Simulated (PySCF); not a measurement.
**Ionisation energy of Eu²⁹⁺ by level of theory**

Eu²⁹⁺ [Ar] 3d10 4s2 4p4 [4p1/2^2 4p3/2^2, M_J = 2] → Eu³⁰⁺ [Ar] 3d10 4s2 4p3 [4p1/2^2 4p3/2^1, M_J = 3/2], as a difference of total energies. Calculation: PySCF 2.14, in an even-tempered Gaussian basis (17 s from 2.6 bohr⁻², ratio 2.8; 13 p from 3.4 bohr⁻², ratio 2.8; 8 d from 6 bohr⁻², ratio 2.8; 4 f from 17 bohr⁻², ratio 3); the two-component X2C-1e Hamiltonian. Correlated levels: [Ne] frozen; the 74 highest virtual spinors dropped. "Screened" scales the spin-orbit matrix elements by Boettger's factors to mimic the two-electron term; Breit and QED terms are absent.

```json
{"method": "GHF (spin-free)", "ionisation energy (eV)": "1126.1"}
{"method": "GMP2 (spin-free)", "ionisation energy (eV)": "1127.5"}
{"method": "GHF (screened spin-orbit)", "ionisation energy (eV)": "1120.3"}
{"method": "GMP2 (screened spin-orbit)", "ionisation energy (eV)": "1121.1"}
```

Breit and QED terms and the two-electron picture change are absent.

The spin-free rows relax to the high-spin LS determinant and lack the spin-orbit shift.

The labels give the starting determinants; with spin-orbit coupling the two ends relaxed to ⟨J²⟩ = 6.01, ⟨L²⟩ = 3.15, ⟨S²⟩ = 1.47 and ⟨J²⟩ = 3.75, ⟨L²⟩ = 2.33, ⟨S²⟩ = 1.64.

For comparison: 1124 ± 4 eV (theoretical estimate listed by NIST; NIST Atomic Spectra Database, ionization energies).
